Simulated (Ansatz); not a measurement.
Basis-set extrapolation for `C[SiH2]N[SiH2]Cl` (PBE0-D4/def2-TZVP geometry, frozen core, Ansatz 0.2.0). Multiplicity 1, RHF reference.

|  | def2-TZVPP | def2-QZVPP |
| --- | --- | --- |
| HF | -1134.544056 | -1134.580266 |
| MP2 correlation | -0.826956 | -0.892069 |
| CCSD(T) correlation | -0.927302 | not run |

Energies in hartree. Use E(X) = E(∞) + A·exp(−7.88·√X) for Hartree–Fock and E(X) = E(∞) + B·X^(−2.97) for correlation, with X = 3 and 4, and add CCSD(T) minus MP2 of the smaller set to the MP2 limit.

Q: What is the CCSD(T) energy at the basis-set limit?

A: HF limit: -1134.580266 + (-0.036210) × 0.13774 = -1134.58525. MP2 limit: -0.892069 + (-0.065113) × 0.74074 = -0.94030. Higher-order term: -0.927302 − (-0.826956) = -0.10035. Total: -1135.62590 hartree, 97.0 kcal/mol below CCSD(T)/def2-TZVPP.
